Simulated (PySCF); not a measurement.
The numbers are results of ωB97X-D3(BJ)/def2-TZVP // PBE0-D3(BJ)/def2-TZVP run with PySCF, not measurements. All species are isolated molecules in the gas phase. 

Reference species (SMILES): `[CH2][GeH3]` (neutral, multiplicity 2).

| Quantity | Result |
|---|---|
| dipole moment | 0.52 D |

Changed species: `[CH3][GeH2]` (H atom removed from Ge2; the reference has H atom removed from C1).

**Question.** Predict the effect on the dipole moment.

**Answer.** the dipole moment rises by 0.28 D, to 0.80 D.
